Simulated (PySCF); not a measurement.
CH₅N₂, SMILES NC=[NH2+], charge +1. Atoms are numbered in the order given.

```xyz
8

N      0.0000     1.1582    -0.1743
C      0.0000     0.0000     0.4243
N      0.0000    -1.1582    -0.1743
H      0.0000     1.2585    -1.1797
H      0.0000     2.0062     0.3717
H      0.0000     0.0000     1.5099
H      0.0000    -1.2585    -1.1797
H      0.0000    -2.0062     0.3717
```
Charge +1, spin multiplicity 1.

Geometry optimised at PBE0-D3(BJ)/def2-TZVP. Other conformers were not sampled.

Computed with TDDFT-PBE/def2-SVPD (PySCF).

Vertical excitations. Gas-phase values at a fixed geometry. State labels are in the subgroup C2v.

Q: Estimate the UV-visible absorptions. (The exact figures need the calculation; the answer reports its results.)

A: 
| state | symmetry | energy (eV) | λ (nm) | f | main pairs |
|---|---|---|---|---|---|
| S1 | B2 | 7.49 | 165 | 0.325 | HOMO→LUMO 97 % |
| S2 | A2 | 8.01 | 155 | 0.000 | HOMO→LUMO+1 100 % |
| S3 | A2 | 8.62 | 144 | 0.000 | HOMO→LUMO+2 100 % |
| S4 | B1 | 8.95 | 139 | 0.019 | HOMO→LUMO+3 99 % |
| S5 | B1 | 9.75 | 127 | 0.004 | HOMO−2→LUMO 99 % |
| S6 | B1 | 10.39 | 119 | 0.000 | HOMO→LUMO+4 99 % |
| S7 | A2 | 10.45 | 119 | 0.000 | HOMO→LUMO+5 99 % |
| S8 | A1 | 10.72 | 116 | 0.085 | HOMO−1→LUMO 95 % |
| S9 | A2 | 10.91 | 114 | 0.000 | HOMO→LUMO+6 97 % |
| S10 | A2 | 11.28 | 110 | 0.000 | HOMO−3→LUMO 98 % |
| T1 | B2 | 5.08 | 244 | 0 | HOMO→LUMO 100 % |
| T2 | A2 | 7.75 | 160 | 0 | HOMO→LUMO+1 100 % |
| T3 | A1 | 7.90 | 157 | 0 | HOMO−1→LUMO 99 % |
| T4 | A2 | 8.48 | 146 | 0 | HOMO→LUMO+2 100 % |
Triplets are in the Tamm–Dancoff approximation, which puts them higher than full response would, so one can lie above its singlet here.
